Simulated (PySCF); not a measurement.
C5H5Cl, SMILES C(Cl)=C=CC=C. Atoms are numbered in the order given.

```xyz
11

C     -3.3443    -0.9000     0.6343
C     -2.1246    -0.7926     0.0906
C     -0.9319    -0.4572     0.8579
C      0.2802    -0.3524     0.3516
C      1.4819    -0.2583    -0.1486
Cl     2.1431     1.2234    -0.7758
H     -4.2173    -1.1513     0.0282
H     -3.5067    -0.7382     1.7044
H     -1.9848    -0.9579    -0.9826
H     -1.0626    -0.2823     1.9350
H      2.1716    -1.1054    -0.2122
```

Geometry: PBE0-D3(BJ)/def2-SVP. This is a generated structure with no PubChem entry under its InChIKey; it may be hypothetical. Other conformers were not sampled.

All values below come from TDDFT-PBE/def2-SVPD (PySCF).

Vertical excitations. 

```json
[
 {"state": "S1", "energy (eV)": "3.96", "λ (nm)": "313", "f": "0.000", "main pairs": "HOMO−1→LUMO 99 %"},
 {"state": "S2", "energy (eV)": "5.10", "λ (nm)": "243", "f": "0.548", "main pairs": "HOMO→LUMO 86 %"},
 {"state": "S3", "energy (eV)": "5.15", "λ (nm)": "241", "f": "0.005", "main pairs": "HOMO→LUMO+1 99 %"},
 {"state": "S4", "energy (eV)": "5.22", "λ (nm)": "238", "f": "0.005", "main pairs": "HOMO−2→LUMO 98 %"},
 {"state": "S5", "energy (eV)": "6.03", "λ (nm)": "205", "f": "0.045", "main pairs": "HOMO−1→LUMO+2 77 %, HOMO→LUMO+2 13 %"},
 {"state": "S6", "energy (eV)": "6.04", "λ (nm)": "205", "f": "0.180", "main pairs": "HOMO→LUMO+2 49 %, HOMO−1→LUMO+2 21 %, HOMO−3→LUMO 19 %"},
 {"state": "S7", "energy (eV)": "6.20", "λ (nm)": "200", "f": "0.335", "main pairs": "HOMO−1→LUMO+1 58 %, HOMO−3→LUMO 16 %, HOMO−1→LUMO+3 9 %"},
 {"state": "S8", "energy (eV)": "6.38", "λ (nm)": "194", "f": "0.022", "main pairs": "HOMO→LUMO+3 77 %"},
 {"state": "S9", "energy (eV)": "6.47", "λ (nm)": "192", "f": "0.003", "main pairs": "HOMO−2→LUMO+1 67 %, HOMO−4→LUMO 30 %"},
 {"state": "S10", "energy (eV)": "6.50", "λ (nm)": "191", "f": "0.002", "main pairs": "HOMO−4→LUMO 62 %, HOMO−2→LUMO+1 33 %"},
 {"state": "T1", "energy (eV)": "3.09", "λ (nm)": "401", "f": "0", "main pairs": "HOMO→LUMO 98 %"},
 {"state": "T2", "energy (eV)": "3.66", "λ (nm)": "339", "f": "0", "main pairs": "HOMO−1→LUMO 99 %"},
 {"state": "T3", "energy (eV)": "4.38", "λ (nm)": "283", "f": "0", "main pairs": "HOMO−1→LUMO+1 96 %"},
 {"state": "T4", "energy (eV)": "4.89", "λ (nm)": "253", "f": "0", "main pairs": "HOMO→LUMO+1 99 %"}
]
```
Triplets are in the Tamm–Dancoff approximation, which puts them higher than full response would, so one can lie above its singlet here.
